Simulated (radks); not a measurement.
The numbers below are computed, except where a source is named.
Task: Species: Sc3+. Configuration: [Ar] (the NIST ground configuration). Level of theory: Dirac Kohn-Sham, revPBE, spin-unpolarised, spherical densities, finite nucleus; Fermi nuclear charge, rms radius 3.5459 fm (a radial shooting solver on a logarithmic mesh with Libxc functionals). Some entries of the table are withheld. Estimate them.

orbital  occ.  eigenvalue (eV)  <r^2> (bohr^2)
1s1/2       2        -4429.618             (1)
2s1/2       2        -507.5045          0.1394
2p1/2       2        -424.3185          0.1156
2p3/2       4        -419.6797          0.1175
3s1/2       2         -86.4450             (2)
3p1/2       2         -64.9349             (3)
3p3/2       4         -64.3941             (4)
3d3/2       0              (5)           2.280
3d5/2       0              (6)           2.287
4s1/2       0         -25.0127           8.400

Result: 
(1) 1s1/2 <r^2> (bohr^2): 0.007174
(2) 3s1/2 <r^2> (bohr^2): 1.279
(3) 3p1/2 <r^2> (bohr^2): 1.478
(4) 3p3/2 <r^2> (bohr^2): 1.495
(5) 3d3/2 eigenvalue (eV): -32.2574
(6) 3d5/2 eigenvalue (eV): -32.2115
